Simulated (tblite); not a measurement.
C2H4F2SeSi.
Atom-mapped SMILES: `[F:1][C:2]1([F:3])[CH2:4][Se:5][SiH2:6]1` (hydrogens: H7, H8 on C4; H9, H10 on Si6)

Computed with GFN2-xTB (tblite), gas phase: L-BFGS steps from a force-field or distance-geometry start until the largest atomic force falls under 0.01 eV/Å.

Geometry at step 0:
```
atom  x, y, z in Å
F1     -0.4234    1.7369    0.6703
C2     -0.1690    0.7141   -0.2217
F3     -0.0561    1.1750   -1.5060
C4     -1.1900   -0.4199   -0.1003
Se5    -0.0796   -1.9459    0.4929
Si6     1.3530   -0.2204    0.2806
H7     -1.6662   -0.6490   -1.0728
H8     -1.9541   -0.1983    0.6800
H9      1.8990    0.2154    1.5816
H10     2.2954   -0.4033   -0.8270
```

Problem. Give the atomic forces at this geometry.

Solution. 
| atom | Fx (eV/Å) | Fy (eV/Å) | Fz (eV/Å) |
| --- | --- | --- | --- |
| F1 | -0.298 | 0.028 | -0.895 |
| C2 | -0.416 | -0.053 | 0.141 |
| F3 | -0.537 | 0.510 | 0.407 |
| C4 | -0.948 | 0.381 | -0.041 |
| Se5 | -0.171 | -0.227 | 0.000 |
| Si6 | 2.124 | -0.808 | 0.740 |
| H7 | 0.087 | 0.158 | 0.529 |
| H8 | 0.357 | -0.116 | -0.642 |
| H9 | -0.110 | 0.000 | -0.368 |
| H10 | -0.087 | 0.128 | 0.129 |

The largest, 2.39 eV/Å, acts on Si6; the rms over all components is 0.568 eV/Å. The forces sum to zero within rounding, as they must for an isolated molecule in no field.

Problem. Give the force on Si6 in Eh/bohr and in nN.

Solution. 2.390 eV/Å ÷ 51.422 = 0.04648 Eh/bohr, and 2.390 eV/Å × 1.602 = 3.83 nN.

Problem. How far is this geometry from the end of the optimisation?

Solution. 0.220 eV above it, and 0.067 Å rms away after alignment. The bonds farthest from their final lengths, with half the difference of the two atoms' forces along the bond (positive lengthens):

```
   bond  now (Å)  final (Å)  force along bond (eV/Å)
 C2–Si6    1.855      1.938                    +1.31
Se5–Si6    2.253      2.286                    +0.47
  C4–H8    1.114      1.089                    -0.71
 Si6–H9    1.477      1.456                    -0.78
  C4–H7    1.107      1.089                    -0.45
  F1–C2    1.381      1.366                    -0.32
```

The angle farthest from its final value is F1–C2–F3, 111.8° against 104.7°.

Of the 6 listed bonds off by 0.010 Å or more, this force points towards the final length in 6.

The cost below is that of the whole relaxation. On Intel Xeon Platinum 8259CL at 2.50 GHz, one thread, shared host with 96 logical CPUs at a one-minute load of 36, this took 0.17 s.
